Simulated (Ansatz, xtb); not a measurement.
Relative energy of two isomers of C3H2F4O

Structure a is `F[C@@H]1O[C@@H]1C(F)(F)F`, a singlet and structure b is `FC(F)(F)[C@@]1(F)CO1`, a singlet. Both are isolated molecules in the gas phase, relaxed with PBE0-D3(BJ)/def2-SVP.

a (Å):

```csv
atom,x (Å),y (Å),z (Å)
C,-1.1959,0.2742,-0.4579
C,-0.7781,1.0226,0.7230
C,-1.5463,0.9770,2.0223
F,-2.3124,-0.4585,-0.4417
F,-2.4754,1.9357,2.0184
F,-0.7245,1.2149,3.0469
F,-2.1380,-0.1869,2.2322
O,-0.1495,-0.1790,0.3093
H,-0.9598,0.6155,-1.4741
H,-0.1872,1.9423,0.6196
```

b (Å):

```xyz
10

C    -1.6609    0.2255    1.9143
C    -0.7746    0.5540    0.7260
C    -1.1933    1.4086   -0.3722
F    -2.5644    1.1848    2.0918
F    -2.2998   -0.9226    1.7105
F    -0.9396    0.1139    3.0223
F     0.1043   -0.4360    0.5164
O    -0.2880    1.8253    0.6586
H    -2.1739    1.8963   -0.3635
H    -0.7318    1.2302   -1.3495
```

Estimate E(b) − E(a) at the level CCSD(T)/def2-SVP + ΔMP2/def2-TZVPP.

Too close to call at this level: CCSD(T)/def2-SVP + ΔMP2/def2-TZVPP gives E(b) − E(a) = −1.93 kJ/mol.

How the difference moves with the method:

| level | geometry | E(b) − E(a) (kJ/mol) | departure from the last row (kJ/mol) | job, with rough time for the two |
| --- | --- | --- | --- | --- |
| GFN2-xTB | GFN2-xTB | +8.11 | +10.04 | optimisation, 0.9 s |
| HF/STO-3G | GFN2-xTB | +3.85 | +5.77 | single point, 3.1 s |
| r2SCAN-D4/def2-SVP | GFN2-xTB | −0.29 | +1.63 | single point, 14 s |
| PBE0-D3(BJ)/def2-SVP | PBE0-D3(BJ)/def2-SVP | +0.62 | +2.55 | optimisation, 2.6 min |
| HF/def2-SVP | PBE0-D3(BJ)/def2-SVP | +0.66 | +2.58 | part of the CCSD(T) run |
| MP2/def2-SVP | PBE0-D3(BJ)/def2-SVP | −1.01 | +0.92 | part of the CCSD(T) run |
| CCSD(T)/def2-SVP | PBE0-D3(BJ)/def2-SVP | −1.39 | +0.54 | single point |
| CCSD(T)/def2-SVP + ΔMP2/def2-TZVPP | PBE0-D3(BJ)/def2-SVP | −1.93 |  | single point, 3.6 min |

As drawn, both hold the same kinds of bond in the same numbers.

The largest departure from CCSD(T)/def2-SVP + ΔMP2/def2-TZVPP is that of GFN2-xTB, 10.04 kJ/mol. The last row adds to CCSD(T) the change of the MP2 difference between the two basis sets, here −0.54 kJ/mol.

With thermal terms from frequencies at re-optimised GFN2-xTB minima (ideal gas, soft modes damped towards free rotors, one conformer each, 298.15 K, 1 atm): on the last row, ΔE + ΔZPE = −2.62, ΔH = −2.39, ΔG = −2.27 kJ/mol.

The correlated steps freeze 8 core orbitals. Programs: Ansatz 0.2.0, xtb 6.7.1; the last row on 2 threads of Intel(R) Xeon(R) Processor @ 2.50GHz (Skylake/Cascade Lake) on a shared host.
